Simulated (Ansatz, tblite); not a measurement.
Forces on ZnAg6⁻ at its PBE-D4/def2-SVPD geometry. The state is a doublet with charge -1.

In the def2 sets Ag takes a core potential; there is no spin–orbit coupling. The xTB rows come from tblite. At PBE-D4/def2-SVP the highest occupied level of the charge -1 doublet lies above zero (up to 0.13 eV). It is a level of α spin, whose loss leaves a singlet; that state wasn't run at this geometry and level. The electron is either unbound and held by the finite basis, or the level is raised by self-interaction error. No other spin state of charge -1 was run. The structure comes from a short search, and lower isomers may exist.

GFN2-xTB (tblite), largest force 1.39 eV/Å:

```xyz
7
positions Å, forces eV/Å
Zn   -0.193    0.912   -1.154    0.696   -0.020   -0.816
Ag    0.664   -1.522   -1.609    0.510    0.511    1.190
Ag   -1.503   -1.007    0.154    0.318    0.185    0.208
Ag    0.119    1.029    1.492   -0.125   -0.372   -0.158
Ag    1.013   -1.577    1.173    0.005    0.737   -1.128
Ag    2.245    0.464   -0.307   -0.798   -1.134    0.112
Ag   -2.344    1.701    0.252   -0.607    0.094    0.592
```

PBE-D4/def2-SVP (Ansatz), largest force 0.10 eV/Å:

```
Zn 0.007 -0.060 0.081
Ag -0.014 0.025 -0.013
Ag 0.005 0.011 -0.026
Ag 0.007 0.013 -0.026
Ag 0.004 -0.012 0.015
Ag -0.018 0.018 -0.014
Ag 0.009 0.005 -0.018
```
